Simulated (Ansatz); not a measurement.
Species: tribromo(chloro)silane, sum formula SiBr3Cl, net charge 0, singlet state. SMILES: Cl[Si](Br)(Br)Br
Geometry: optimised at B3LYP-D3(BJ)/def2-TZVP (Ansatz, a program for electronic structure).

Quantity: vertical electron affinity (to the doublet state of charge -1; a negative value means that the extra electron is unbound and the number depends on the basis; each state is the SCF solution reached for its spin; the molecule has degenerate orbitals, so one determinant may break the symmetry; for the doublet T1 is 0.057), in eV. Correlated levels leave the core frozen unless marked. Open shells are spin-unrestricted. Spin-orbit coupling is left out. The frozen core is the preceding noble-gas configuration, with the filled d and f shells of earlier blocks. No relativistic terms. Anions need diffuse functions: def2-D sets add few. Basis-set limits of correlation are two-point, X^-3; Hartree-Fock from the larger set. The bracket is a focal-point correction in the basis named.

```tsv
level	program	vertical electron affinity (eV)
HF/def2-SVPD	Ansatz	-0.93
HF/def2-QZVPPD	Ansatz	-0.75
B3LYP/def2-TZVPD	Ansatz	0.37
CAM-B3LYP/def2-TZVPD	Ansatz	0.18
wB97M-V/def2-TZVPD	Ansatz	0.04
wB97X-V/def2-TZVPD	Ansatz	-0.12
wB97X/def2-TZVPD	Ansatz	-0.11
MP2/def2-SVPD	Ansatz	-0.13
MP2/def2-TZVPPD	Ansatz	-0.20
RI-MP2/CBS(def2-TZVPPD,def2-QZVPPD)	Ansatz	-0.41
SCS-MP2/def2-SVPD	Ansatz	-0.31
CCSD(T)/def2-SVPD	Ansatz	-0.19
CCSD(T)/def2-TZVPPD	Ansatz	-0.11
RI-MP2/CBS(def2-TZVPPD,def2-QZVPPD)+[CCSD(T)-MP2]/def2-SVPD	Ansatz	-0.47
RI-MP2/CBS(def2-TZVPPD,def2-QZVPPD)+[CCSD(T)-MP2]/def2-TZVPPD	Ansatz	-0.32
```
